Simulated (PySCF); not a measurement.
Compound: C₉H₁₂.
Atom-mapped SMILES: `[CH2:1]=[CH:2][CH2:3][C:4]1=[CH:5][CH2:6][CH:7]=[CH:8][CH2:9]1` (hydrogens: H10, H11 on C1; H12 on C2; H13, H14 on C3; H15 on C5; H16, H17 on C6; H18 on C7; H19 on C8; H20, H21 on C9)

The same species was optimised twice, with GFN2-xTB and with PBE0-D3(BJ)/def2-SVP (PySCF), and the same property calculations (PySCF, gas phase) were run on both structures.

| coordinate | GFN2-xTB | PBE0-D3(BJ)/def2-SVP | change |
| --- | --- | --- | --- |
| C4=C5 (Å) | 1.324 | 1.339 | +0.015 |
| C7=C8 (Å) | 1.320 | 1.335 | +0.015 |
| C1=C2 (Å) | 1.319 | 1.333 | +0.014 |
| C2–C3 (Å) | 1.499 | 1.501 | +0.002 |
| C4–C9 (Å) | 1.502 | 1.502 | 0.000 |
| C5–C6 (Å) | 1.497 | 1.496 | -0.001 |
| C3–C4 (Å) | 1.507 | 1.508 | +0.001 |
| C6–C7 (Å) | 1.495 | 1.496 | +0.001 |
| C8–C9 (Å) | 1.495 | 1.495 | 0.000 |
| C2–C3–C4 (°) | 110.4 | 112.3 | +1.9 |
| C3–C4–C9 (°) | 115.0 | 116.1 | +1.1 |
| C4–C9–C8 (°) | 113.1 | 113.9 | +0.8 |
| C5–C4–C9 (°) | 122.6 | 121.9 | -0.7 |
| C5–C6–C7 (°) | 112.6 | 113.2 | +0.6 |
| C1–C2–C3 (°) | 124.8 | 125.3 | +0.5 |
| C3–C4–C5 (°) | 122.4 | 122.1 | -0.3 |
| C6–C7–C8 (°) | 123.5 | 123.1 | -0.4 |
| C1–C2–C3–C4 (°) | 121 | 118 | -3 |
| C2–C3–C4–C5 (°) | 108 | 112 | +4 |

Rotational constants: A = 3701, B = 977.7, C = 837.7 MHz (GFN2-xTB) against A = 3687, B = 963.1, C = 822.0 MHz (PBE0-D3(BJ)/def2-SVP). Point groups within 0.08 Å: C1 and C1.

On the GFN2-xTB structure: HOMO (eV) -6.63 [PBE0/pcSseg-1]; LUMO (eV) 0.09 [PBE0/pcSseg-1]; dipole (D) 0.14 [PBE0/pcSseg-1]; GIAO shielding of C1 (ppm) 64.4 [PBE0/pcSseg-1]; GIAO shielding of C2 (ppm) 38.3 [PBE0/pcSseg-1]; GIAO shielding of C3 (ppm) 136.8 [PBE0/pcSseg-1]; GIAO shielding of C4 (ppm) 46.6 [PBE0/pcSseg-1]; GIAO shielding of C5 (ppm) 60.2 [PBE0/pcSseg-1]; GIAO shielding of C6 (ppm) 154.9 [PBE0/pcSseg-1]; GIAO shielding of C7 (ppm) 56.4 [PBE0/pcSseg-1]; GIAO shielding of C8 (ppm) 55.1 [PBE0/pcSseg-1].

Problem. What do these properties become on the PBE0-D3(BJ)/def2-SVP structure?

Solution. 
| property | level | on GFN2-xTB | on PBE0-D3(BJ)/def2-SVP | change |
| --- | --- | --- | --- | --- |
| HOMO (eV) | PBE0/pcSseg-1 | -6.63 | -6.56 | +0.07 |
| LUMO (eV) | PBE0/pcSseg-1 | 0.09 | 0.00 | -0.09 |
| dipole (D) | PBE0/pcSseg-1 | 0.14 | 0.15 | +0.01 |
| energy, GFN2-xTB geometry as zero (kcal/mol) | PBE0/pcSseg-1 | 0.0 | -0.7 | -0.7 |
| GIAO shielding of C1 (ppm) | PBE0/pcSseg-1 | 64.4 | 60.1 | -4.3 |
| GIAO shielding of C2 (ppm) | PBE0/pcSseg-1 | 38.3 | 36.2 | -2.1 |
| GIAO shielding of C3 (ppm) | PBE0/pcSseg-1 | 136.8 | 136.0 | -0.8 |
| GIAO shielding of C4 (ppm) | PBE0/pcSseg-1 | 46.6 | 44.0 | -2.6 |
| GIAO shielding of C5 (ppm) | PBE0/pcSseg-1 | 60.2 | 56.3 | -3.9 |
| GIAO shielding of C6 (ppm) | PBE0/pcSseg-1 | 154.9 | 153.6 | -1.3 |
| GIAO shielding of C7 (ppm) | PBE0/pcSseg-1 | 56.4 | 53.0 | -3.4 |
| GIAO shielding of C8 (ppm) | PBE0/pcSseg-1 | 55.1 | 51.8 | -3.3 |

The heavy atoms differ by 0.038 Å rms after alignment. Among bonds between heavy atoms C1=C2, C4=C5 and C7=C8 change most and about equally (+0.014 to +0.015 Å). Changes are differences of the printed values. Neither structure is proved a minimum here.

The values belong to the conformer `[CH2:1]=[CH:2][CH2:3][C:4]1=[CH:5][CH2:6][CH:7]=[CH:8][CH2:9]1`: C1–C2–C3–C4 118°, C2–C3–C4–C5 112°.
